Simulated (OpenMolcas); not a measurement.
**O3+: the spin-orbit constant, worked from levels**

```json
{"Program": "OpenMolcas 26.06", "Basis": "ANO-R2 [4s4p2d1f]", "Scalar Hamiltonian": "X2C, finite nucleus", "Active space": "3 electrons in 9 orbitals (RAS2 2s 2p; RAS3 3d, at most 2 electrons)", "State averaging": "2S+1 = 4 odd, 1 root; 2S+1 = 2 odd, 11 roots; 2S+1 = 4 even, 3 roots; 2S+1 = 2 even, 9 roots", "Spin-orbit coupling": "state interaction with AMFI integrals over the reference wave functions, term energies averaged over their components"}
```

Methods: RASSCF; MS-RASPT2, IPEA 0.25 Eh, imaginary shift 0.1 Eh (closed shells correlated: 1s). Measured levels: Moore, Selected Tables of Atomic Spectra, NSRDS-NBS 3, section 10.

**The spin-orbit constant.** For the Hund term ²P° of p1, E(J) = (A/2) J(J+1) + constant and ζ = 2S·A = A. From J = 1/2 to J = 3/2 the energy changes by 1.5 A.

```csv
Source,E(3/2) - E(1/2),A,ζ
RASSCF,348.6,232.4,232
MS-RASPT2,349.3,232.9,233
measured,385.9,257.3,257
```

All in cm-1. MS-RASPT2 is off by -9.5 % and RASSCF by -9.7 %. Both methods take the spin-orbit matrix elements from the reference wave functions, so the second can move ζ only through the term energies and any multistate remixing.

Active for correlation alone: 3d; no level in the range computed is led by a configuration that fills it, so any true level of that kind is missing. Measured partners are found by configuration, term and J. A level has none where our copy of the source lacks it or the pairing is in doubt (some pairs that miss far off the trend of their configuration count as doubtful), and it then counts in no deviation. Levels of configurations outside the active space are missing.

° marks odd parity.
